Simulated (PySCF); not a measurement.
Compound: C8H14.
SMILES with atom numbers: `[CH2:1]1[CH2:2][CH2:3][C@H:4]2[CH2:5][CH2:6][C@H:7]2[CH2:8]1` (hydrogens: H9, H10 on C1; H11, H12 on C2; H13, H14 on C3; H15 on C4; H16, H17 on C5; H18, H19 on C6; H20 on C7; H21, H22 on C8)

The same species was optimised twice, with GFN2-xTB and with PBE0-D3(BJ)/def2-SVP (PySCF), and the same property calculations (PySCF, gas phase) were run on both structures.

```json
{"coordinate": "C4–C7 (Å)", "GFN2-xTB": "1.545", "PBE0-D3(BJ)/def2-SVP": "1.552", "change": "+0.007"}
{"coordinate": "C5–C6 (Å)", "GFN2-xTB": "1.536", "PBE0-D3(BJ)/def2-SVP": "1.542", "change": "+0.006"}
{"coordinate": "C4–C5 (Å)", "GFN2-xTB": "1.538", "PBE0-D3(BJ)/def2-SVP": "1.543", "change": "+0.005"}
{"coordinate": "C6–C7 (Å)", "GFN2-xTB": "1.540", "PBE0-D3(BJ)/def2-SVP": "1.544", "change": "+0.004"}
{"coordinate": "C7–C8 (Å)", "GFN2-xTB": "1.528", "PBE0-D3(BJ)/def2-SVP": "1.530", "change": "+0.002"}
{"coordinate": "C3–C4 (Å)", "GFN2-xTB": "1.522", "PBE0-D3(BJ)/def2-SVP": "1.520", "change": "-0.002"}
{"coordinate": "C2–C3 (Å)", "GFN2-xTB": "1.525", "PBE0-D3(BJ)/def2-SVP": "1.526", "change": "+0.001"}
{"coordinate": "C1–C8 (Å)", "GFN2-xTB": "1.525", "PBE0-D3(BJ)/def2-SVP": "1.524", "change": "-0.001"}
{"coordinate": "C1–C2 (Å)", "GFN2-xTB": "1.524", "PBE0-D3(BJ)/def2-SVP": "1.525", "change": "+0.001"}
{"coordinate": "C3–C4–C5 (°)", "GFN2-xTB": "120.3", "PBE0-D3(BJ)/def2-SVP": "122.3", "change": "+2.0"}
{"coordinate": "C4–C7–C8 (°)", "GFN2-xTB": "114.2", "PBE0-D3(BJ)/def2-SVP": "112.9", "change": "-1.3"}
{"coordinate": "C1–C2–C3 (°)", "GFN2-xTB": "109.9", "PBE0-D3(BJ)/def2-SVP": "111.1", "change": "+1.2"}
{"coordinate": "C2–C1–C8 (°)", "GFN2-xTB": "109.3", "PBE0-D3(BJ)/def2-SVP": "110.4", "change": "+1.1"}
{"coordinate": "C1–C8–C7 (°)", "GFN2-xTB": "111.9", "PBE0-D3(BJ)/def2-SVP": "112.6", "change": "+0.7"}
{"coordinate": "C5–C4–C7 (°)", "GFN2-xTB": "88.7", "PBE0-D3(BJ)/def2-SVP": "88.0", "change": "-0.7"}
{"coordinate": "C5–C6–C7 (°)", "GFN2-xTB": "88.9", "PBE0-D3(BJ)/def2-SVP": "88.4", "change": "-0.5"}
{"coordinate": "C4–C5–C6 (°)", "GFN2-xTB": "88.4", "PBE0-D3(BJ)/def2-SVP": "87.9", "change": "-0.5"}
```

Rotational constants: A = 3293, B = 2029, C = 1512 MHz (GFN2-xTB) against A = 3298, B = 2001, C = 1500 MHz (PBE0-D3(BJ)/def2-SVP). Point groups within 0.08 Å: C1 and C1.

On the GFN2-xTB structure: HOMO (eV) -7.85 [PBE0/pcSseg-1]; LUMO (eV) 1.36 [PBE0/pcSseg-1]; dipole (D) 0.15 [PBE0/pcSseg-1]; GIAO shielding of C1/C2 (mean) (ppm) 160.7 [PBE0/pcSseg-1]; GIAO shielding of C3/C8 (mean) (ppm) 154.3 [PBE0/pcSseg-1]; GIAO shielding of C4/C7 (mean) (ppm) 153.5 [PBE0/pcSseg-1]; GIAO shielding of C5/C6 (mean) (ppm) 161.8 [PBE0/pcSseg-1].

Task: What do these properties become on the PBE0-D3(BJ)/def2-SVP structure?

Result: 
| property | level | on GFN2-xTB | on PBE0-D3(BJ)/def2-SVP | change |
| --- | --- | --- | --- | --- |
| HOMO (eV) | PBE0/pcSseg-1 | -7.85 | -7.88 | -0.03 |
| LUMO (eV) | PBE0/pcSseg-1 | 1.36 | 1.34 | -0.02 |
| dipole (D) | PBE0/pcSseg-1 | 0.15 | 0.16 | +0.01 |
| energy, GFN2-xTB geometry as zero (kcal/mol) | PBE0/pcSseg-1 | 0.0 | -0.9 | -0.9 |
| GIAO shielding of C1/C2 (mean) (ppm) | PBE0/pcSseg-1 | 160.7 | 159.5 | -1.2 |
| GIAO shielding of C3/C8 (mean) (ppm) | PBE0/pcSseg-1 | 154.3 | 154.4 | +0.1 |
| GIAO shielding of C4/C7 (mean) (ppm) | PBE0/pcSseg-1 | 153.5 | 150.2 | -3.3 |
| GIAO shielding of C5/C6 (mean) (ppm) | PBE0/pcSseg-1 | 161.8 | 158.8 | -3.0 |

The heavy atoms differ by 0.043 Å rms after alignment. Among bonds between heavy atoms C4–C7 and C5–C6 change most and about equally (+0.006 to +0.007 Å). Changes are differences of the printed values. Neither structure is proved a minimum here.
